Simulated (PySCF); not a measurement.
From computed data to an observable: oscillator strength and radiative lifetime

Sn(F)(Cl)(NH2)2 (ClFH4N2Sn), SMILES [NH2][Sn]([Cl])([F])[NH2].

Geometry optimised at r2SCAN-D4/def2-SVP. The structure was generated by enumeration; whether it is a known compound was not checked. The def2 effective core potentials stand for the cores of Sn; spin–orbit coupling is left out. The values are those of a single conformer.

TDDFT-PBE/def2-SVPD (PySCF) puts the first singlet state with f over 0.02 at 4.42 eV (vertical), with the transition dipole (-0.208, 0.482, 0.216) in atomic units.

Task: Find the oscillator strength, the wavelength and the radiative lifetime that this transition would have in vacuum if emission retraced absorption.

Result: 
|μ|² = 0.3222 au, so |μ| = 1.44 D. ΔE = 4.42/27.211 = 0.1624 hartree. f = (2/3) ΔE |μ|² = 0.035 (the program prints 0.035).
λ = 1239.84/4.42 = 281 nm; ν = 35650 cm⁻¹.
Einstein's coefficient A = 0.6670 ν² f s⁻¹ (ν in cm⁻¹) = 3.0e7 s⁻¹, so τ = 1/A = 34 ns. This state is S1. The figure is the radiative limit of this one transition; relaxation, internal conversion, crossing to triplets and a medium change what is measured.
